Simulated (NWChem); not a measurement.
System: CdHI; SMILES [CdH][I]

NWChem printed, in part:

```
             Northwest Computational Chemistry Package (NWChem) 7.3.0
             --------------------------------------------------------

 CS  symmetry detected

                             Geometry "geometry" -> ""
                             -------------------------

 Output coordinates in angstroms (scale by  1.889725989 to convert to a.u.)

  No.       Tag          Charge          X              Y              Z
 ---- ---------------- ---------- -------------- -------------- --------------
    1 Cd                  48.0000    -0.00016076     1.33629411     0.00000000
    2 H                    1.0000     0.00794481     3.00063070     0.00000000
    3 I                   53.0000    -0.00000430    -1.26684430     0.00000000

 Effective nuclear repulsion energy (a.u.)     538.9889138409

      Symmetry information
      --------------------

 Group name             Cs
 Group number              2
 Group order               2
 No. of unique centers     3

 Summary of "ao basis" -> "ao basis" (spherical)
 ------------------------------------------------------------------------------
       Tag                 Description            Shells   Functions and Types
 ---------------- ------------------------------  ------  ---------------------
 Cd                         def2-svp                11       31   5s3p2d1f
 H                          def2-svp                 3        5   2s1p
 I                          def2-svp                10       26   4s4p2d

      Symmetry analysis of basis
      --------------------------

        a'         43
        a"         19

            General Information
            -------------------
          SCF calculation type: DFT
          Wavefunction type:  closed shell.
          No. of atoms     :     3
          No. of electrons :    46
           Alpha electrons :    23
            Beta electrons :    23
          Charge           :     0
          Spin multiplicity:     1
          Use of symmetry is: on ; symmetry adaption is: on
          Maximum number of iterations: 150
          AO basis - number of functions:    62
                     number of shells:    24
          Convergence on energy requested:  1.00D-06
          Convergence on density requested:  1.00D-05
          Convergence on gradient requested:  5.00D-04

              XC Information
              --------------
          PerdewBurkeErnzerhof Exchange Functional  1.000
            Perdew 1991 LDA Correlation Functional  1.000 local
           PerdewBurkeErnz. Correlation Functional  1.000 non-local

             Grid Information
             ----------------
          Grid used for XC integration:  medium
          Radial quadrature: Mura-Knowles
          Angular quadrature: Lebedev.
          Tag              B.-S. Rad. Rad. Pts. Rad. Cut. Ang. Pts.
          ---              ---------- --------- --------- ---------
          Cd                  1.55      123          10.0       590
          H                   0.35       45          11.0       434
          I                   1.40      123          11.0       590
          Grid pruning is: on
          Number of quadrature shells:   291
          Spatial weights used:  Erf1

      Superposition of Atomic Density Guess
      -------------------------------------

 Sum of atomic energies:        -539.60008491

      Non-variational initial energy
      ------------------------------

 Total energy =    -464.192739
 1-e energy   =   -1037.103114
 2-e energy   =     461.809213
 HOMO         =      -0.348679
 LUMO         =       0.007169

      Symmetry analysis of molecular orbitals - initial
      -------------------------------------------------

  Numbering of irreducible representations:

     1 a'          2 a"

  Orbital symmetries:

     1 a'          2 a'          3 a'          4 a"          5 a'
     6 a'          7 a'          8 a"          9 a'         10 a"
    11 a'         12 a'         13 a"         14 a'         15 a'
    16 a"         17 a'         18 a'         19 a"         20 a'
    21 a'         22 a"         23 a'         24 a'         25 a"
    26 a'         27 a'         28 a'         29 a'         30 a'
    31 a"         32 a'         33 a'

     ---------------------------------------------
      Total Density - Mulliken Population Analysis
     ---------------------------------------------

    Atom       Charge   Shell Charges
 -----------   ------   -------------------------------------------------------
    1 Cd  20    19.28  -0.37  1.63  0.74  0.69  0.39  5.95  0.20  0.09  9.10  0.87  0.00
    2 H    1     1.13   0.61  0.51  0.01
    3 I   25    25.59   1.83  0.22  1.23  0.68  2.92  3.14  2.72  2.85  9.83  0.18

   convergence    iter        energy       DeltaE   RMS-Dens  Diis-err
 ---------------- ----- ----------------- --------- --------- ---------
 d= 0,ls=0.0,diis     1   -466.0124842061 -5.77D+02  2.42D-02  2.16D-01
 d= 0,ls=0.0,diis     2   -465.9704856636  4.20D-02  1.58D-02  3.67D-01
 d= 0,ls=0.0,diis     3   -466.0460018991 -7.55D-02  3.61D-03  3.68D-02
 d= 0,ls=0.0,diis     4   -466.0526252814 -6.62D-03  7.28D-04  2.50D-03
 d= 0,ls=0.0,diis     5   -466.0529250171 -3.00D-04  1.75D-04  9.51D-05
  Resetting Diis
 d= 0,ls=0.0,diis     6   -466.0529359194 -1.09D-05  6.29D-05  8.98D-06
 d= 0,ls=0.0,diis     7   -466.0529373459 -1.43D-06  4.70D-05  8.76D-07
 d= 0,ls=0.0,diis     8   -466.0529371042  2.42D-07  2.98D-05  2.08D-06
 d= 0,ls=0.0,diis     9   -466.0529375176 -4.13D-07  3.20D-06  2.87D-08

         Total DFT energy =     -466.052937517597
      One electron energy =    -1036.980715802801
           Coulomb energy =      497.813427834404
    Exchange-Corr. energy =      -37.986811742428
 Nuclear repulsion energy =      111.101162193228

 Numeric. integr. density =       46.000019931991

                  Occupations of the irreducible representations
                  ----------------------------------------------

                     irrep           alpha         beta
                     --------     --------     --------
                     a'               16.0         16.0
                     a"                7.0          7.0

                       DFT Final Molecular Orbital Analysis
                       ------------------------------------

 Vector   21  Occ=2.000000D+00  E=-2.722990D-01  Symmetry=a'
              MO Center=  2.4D-03,  5.0D-01, -8.2D-15, r^2= 5.6D+00
   Bfn.  Coefficient  Atom+Function         Bfn.  Coefficient  Atom+Function
  ----- ------------  ---------------      ----- ------------  ---------------
    48      0.453436  3 I  py                51      0.362120  3 I  py
    32     -0.314490  2 H  s                 33     -0.245299  2 H  s
     7      0.197603  1 Cd py                10     -0.198578  1 Cd py
    45     -0.184102  3 I  py                42     -0.149614  3 I  py
    39     -0.079982  3 I  s                 13     -0.063430  1 Cd py

 Vector   22  Occ=2.000000D+00  E=-2.326537D-01  Symmetry=a"
              MO Center= -1.8D-05, -1.1D+00, -6.1D-15, r^2= 2.3D+00
   Bfn.  Coefficient  Atom+Function         Bfn.  Coefficient  Atom+Function
  ----- ------------  ---------------      ----- ------------  ---------------
    49      0.590211  3 I  pz                52      0.533851  3 I  pz
    46     -0.241360  3 I  pz                43     -0.195383  3 I  pz
    16      0.102375  1 Cd d -1              14      0.076553  1 Cd pz
    11      0.069339  1 Cd pz                 8     -0.057593  1 Cd pz

 Vector   23  Occ=2.000000D+00  E=-2.326536D-01  Symmetry=a'
              MO Center= -3.3D-04, -1.1D+00,  2.0D-16, r^2= 2.3D+00
   Bfn.  Coefficient  Atom+Function         Bfn.  Coefficient  Atom+Function
  ----- ------------  ---------------      ----- ------------  ---------------
    47      0.590210  3 I  px                50      0.533850  3 I  px
    44     -0.241359  3 I  px                41     -0.195383  3 I  px
    15      0.102377  1 Cd d -2              12      0.076553  1 Cd px
     9      0.069338  1 Cd px                 6     -0.057592  1 Cd px

 Vector   24  Occ=0.000000D+00  E=-6.730389D-02  Symmetry=a'
              MO Center= -3.0D-02,  8.1D-01, -2.5D-16, r^2= 5.6D+00
   Bfn.  Coefficient  Atom+Function         Bfn.  Coefficient  Atom+Function
  ----- ------------  ---------------      ----- ------------  ---------------
     4      0.682159  1 Cd s                  5      0.679655  1 Cd s
    51     -0.544775  3 I  py                33     -0.515513  2 H  s
    40     -0.336342  3 I  s                 48     -0.311508  3 I  py
     2     -0.285591  1 Cd s                 13     -0.284822  1 Cd py
    32     -0.275744  2 H  s                 39     -0.243564  3 I  s

 Vector   25  Occ=0.000000D+00  E=-5.440075D-02  Symmetry=a"
              MO Center= -1.6D-04,  1.3D+00, -3.1D-13, r^2= 5.6D+00
   Bfn.  Coefficient  Atom+Function         Bfn.  Coefficient  Atom+Function
  ----- ------------  ---------------      ----- ------------  ---------------
    14      0.821064  1 Cd pz                11      0.349053  1 Cd pz
     8     -0.261646  1 Cd pz                52     -0.262370  3 I  pz
    49     -0.164827  3 I  pz                46      0.067555  3 I  pz
    59      0.067276  3 I  d -1              43      0.053626  3 I  pz
    54     -0.043402  3 I  d -1

 Vector   26  Occ=0.000000D+00  E=-5.439155D-02  Symmetry=a'
              MO Center=  3.1D-02,  1.3D+00,  3.0D-13, r^2= 5.6D+00
   Bfn.  Coefficient  Atom+Function         Bfn.  Coefficient  Atom+Function
  ----- ------------  ---------------      ----- ------------  ---------------
    12      0.820799  1 Cd px                 9      0.348916  1 Cd px
     6     -0.261541  1 Cd px                50     -0.262272  3 I  px
    47     -0.164763  3 I  px                44      0.067528  3 I  px
    58      0.067253  3 I  d -2              41      0.053605  3 I  px
    53     -0.043387  3 I  d -2

[...]
```

Level: PBE/def2-SVP with def2 effective core potentials on Cd, I. The geometry was optimised at PBE0/def2-SVP. def2 effective core potentials on Cd, I; no spin-orbit coupling.

Problem. Reconstruct the input file.

Solution. This is not unique; one that fits is the input that was run:
```
start job
memory heap 200 mb stack 900 mb global 1100 mb
geometry units angstroms noautoz
  Cd     0.016935     1.320192     0.000000
  H      0.040676     2.984379     0.000000
  I     -0.007364    -1.282833     0.000000
end
basis spherical
  Cd library def2-svp
  H library def2-svp
  I library def2-svp
end
ecp
  Cd library def2-ecp
  I library def2-ecp
end
dft
  xc xpbe96 cpbe96
  iterations 150
  mulliken
end
task dft energy
```
